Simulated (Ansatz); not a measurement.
A nudged elastic band was laid between two geometries of C2H9NSi2 (14 atoms, charge 0, multiplicity 1).

The calculation used Ansatz 0.2.0, RKS B3LYP-D4/def2-SVP.

| Property | Result |
| --- | --- |
| movable images | 7 |
| climbing image | yes |
| spring | 5.0 eV/Å² |
| optimiser | quadratic models (default) |
| start path | IDPP |
| force threshold | 0.05 eV/Å |
| iteration limit | 60 |
| end points | relaxed |

First end point:

```xyz
14
Properties=species:S:1:pos:R:3
N -1.082 2.245 -0.382
Si -0.871 0.541 -0.164
C 0.286 -0.071 1.240
C 0.744 -1.417 0.600
Si 0.606 -0.937 -1.262
H -1.982 2.625 -0.656
H -0.320 2.846 -0.678
H -2.248 -0.025 -0.028
H 1.141 0.626 1.310
H -0.139 -0.161 2.254
H 0.010 -2.213 0.812
H 1.724 -1.777 0.955
H 1.871 -0.292 -1.740
H 0.246 -2.019 -2.231
```

Last end point:

```xyz
14
Properties=species:S:1:pos:R:3
N -1.111 2.193 -0.574
Si -0.883 0.532 -0.161
C 0.333 -0.046 1.220
C 0.758 -1.410 0.593
Si 0.545 -0.968 -1.270
H -0.350 2.789 -0.880
H -1.901 2.729 -0.231
H -2.247 -0.024 0.093
H 1.194 0.646 1.238
H -0.047 -0.115 2.254
H 0.027 -2.197 0.852
H 1.748 -1.769 0.915
H 1.786 -0.330 -1.815
H 0.136 -2.060 -2.206
```

(1) What changes between the two ends?

(2) Give the energies along the band, and the barrier.

(3) What is the geometry of the highest image?

(4) What are the harmonic wavenumbers there?

Results:

(1) No bond is made or broken. The dihedral H7–N1–Si2–Si5 goes from -30 to 164°.

(2) The forces met the threshold. The highest image is number 4 of 0 to 8, 0.102 eV above the first end and 0.100 eV above the last; the last end lies 0.002 eV above the first. A vibrational analysis at the climbing image gives one clearly imaginary mode, 212i cm⁻¹: a first-order saddle point.

```json
{"image": "0", "path coordinate (Å)": "0.00", "energy (eV)": "0.000", "dihedral H7–N1–Si2–Si5 (°)": "-30"}
{"image": "1", "path coordinate (Å)": "0.35", "energy (eV)": "0.006", "dihedral H7–N1–Si2–Si5 (°)": "-40"}
{"image": "2", "path coordinate (Å)": "0.69", "energy (eV)": "0.028", "dihedral H7–N1–Si2–Si5 (°)": "-55"}
{"image": "3", "path coordinate (Å)": "1.04", "energy (eV)": "0.074", "dihedral H7–N1–Si2–Si5 (°)": "-80"}
{"image": "4", "path coordinate (Å)": "1.38", "energy (eV)": "0.102", "dihedral H7–N1–Si2–Si5 (°)": "-115"}
{"image": "5", "path coordinate (Å)": "1.96", "energy (eV)": "0.091", "dihedral H7–N1–Si2–Si5 (°)": "-147"}
{"image": "6", "path coordinate (Å)": "2.53", "energy (eV)": "0.072", "dihedral H7–N1–Si2–Si5 (°)": "-172"}
{"image": "7", "path coordinate (Å)": "3.11", "energy (eV)": "0.035", "dihedral H7–N1–Si2–Si5 (°)": "-175"}
{"image": "8", "path coordinate (Å)": "3.69", "energy (eV)": "0.002", "dihedral H7–N1–Si2–Si5 (°)": "164"}
```

(3) 
```xyz
14
Properties=species:S:1:pos:R:3
N -0.942 2.246 -0.444
Si -0.891 0.534 -0.158
C 0.389 -0.018 1.155
C 0.777 -1.400 0.537
Si 0.445 -1.011 -1.325
H -1.691 2.667 -0.984
H -0.620 2.877 0.283
H -2.247 -0.048 0.129
H 1.251 0.671 1.103
H 0.070 -0.063 2.210
H 0.061 -2.176 0.861
H 1.783 -1.753 0.815
H 1.649 -0.414 -1.980
H -0.047 -2.141 -2.172
```

(4) 212i, 115, 183, 222, 291, 349, 410, 450, 528, 613, 640, 659, 709, 755, 799, 846, 856, 894, 930, 945, 1015, 1084, 1197, 1236, 1422, 1433, 1534, 2143, 2193, 2202, 3031, 3040, 3087, 3099, 3572, 3667 cm⁻¹.

The run took 7 min on 2 threads of Arm Neoverse V1, on a shared host, peak memory 0.3 GiB.
